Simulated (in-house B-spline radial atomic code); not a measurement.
Checks on a self-consistent run for F⁵⁺, [He] 2s1 5f1. Level of theory: Dirac-Hartree-Fock, average of configuration, Fermi nucleus of rms radius 2.8976 fm; calculated with an all-electron radial atomic-structure program (B-spline basis).

```json
{"orbital": "1s1/2", "q": "2", "ε (Eh)": "-33.29543", "<1/r>": "8.69493", "<r²>": "0.0406511", "small-component weight": "0.0010036"}
{"orbital": "2s1/2", "q": "1", "ε (Eh)": "-6.56153", "<1/r>": "1.87617", "<r²>": "0.703973", "small-component weight": "0.00018581"}
{"orbital": "5f5/2", "q": "0.42857", "ε (Eh)": "-0.72106", "<1/r>": "0.240932", "<r²>": "31.1187", "small-component weight": "1.9316e-05"}
{"orbital": "5f7/2", "q": "0.57143", "ε (Eh)": "-0.72103", "<1/r>": "0.240916", "<r²>": "31.1213", "small-component weight": "1.9315e-05"}
```

Electron-electron repulsion V_ee = 9.2139 hartree.

**Question.** What total energy follows from the eigenvalues?

**Answer.** The eigenvalues count the repulsion twice, so E = Σqε - V_ee = -73.873 - 9.214 = -83.087 hartree; the run printed -83.087.

**Question.** Does the Dirac virial theorem hold?

**Answer.** For a point nucleus E = -2c²Σq·w, with w the small-component weight. Here Σq·w = 0.0022123 and c = 137.0360, so the ratio E/(-2c²Σq·w) is 1.000001.

**Question.** What diamagnetic shielding (Lamb formula) and susceptibility (Langevin formula) do the radii give?

**Answer.** σ = (α²/3)Σq<1/r> = 19.507/(3·137.036²) = 346.26 ppm, and χ = -0.79199×10⁻⁶·Σq<r²> = -25.27×10⁻⁶ cm³/mol with Σq<r²> = 31.905 bohr². Both are non-relativistic formulas without the paramagnetism of open shells.
